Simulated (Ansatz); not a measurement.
Ideal-gas functions of CH₅InO (`C[O][InH2]`) at 298.15 K and 1 bar, from an Ansatz frequency run at PBE0-D4/def2-TZVP.

Molar mass 147.87 g/mol, point group Cs (symmetry number 1), electronic degeneracy 1, moments of inertia 14.618, 162.943, 174.403 u Å². Harmonic wavenumbers (cm⁻¹, unscaled): 96, 190, 196, 403, 517, 538, 569, 1130, 1175, 1197, 1476, 1486, 1497, 1841, 1885, 2966, 3025, 3043.

Use S(trans) = R[1.5 ln M + 2.5 ln T − 1.1517]; rotational temperatures θ = 24.2544 K / I; S(rot) = R[ln(√π/σ · √(T³/θAθBθC)) + 1.5]; for each mode x = 1.438777 ν̃/T, S = R[x/(eˣ − 1) − ln(1 − e⁻ˣ)] and H = RT x/(eˣ − 1); 1 cm⁻¹ = 0.0119627 kJ/mol; R = 8.31446 J/(mol·K).

By hand: the entropy, in J/(mol·K).

Translation 171.2. Rotation: θ = 1.6592, 0.1489, 0.1391 K, giving 102.3. Vibration, mode by mode: 14.79, 9.32, 9.08, 3.98, 2.58, 2.38, 2.12, 0.23, 0.19, 0.18, 0.05, 0.05, 0.05, 0.01, 0.01, 0.00, 0.00, 0.00, in all 45.0. Electronic 0.0. Sum 318.5 J/(mol·K).

By hand: H − E and G − E in kJ/mol, counted from the electronic energy.

Zero-point energy ½ × 23230 × 0.0119627 = 138.9; thermal vibration 7.5; translation, rotation and pV give 4 RT = 9.9. H − E = 156.3 kJ/mol, and G − E = 156.3 − 298.15 × 318.5/1000 = 61.3 kJ/mol.

Vibration gives 14 % of the entropy, 14.8 J/(mol·K) of it from the mode under 150 cm⁻¹: soft modes count most, and the harmonic formula is weakest for them.
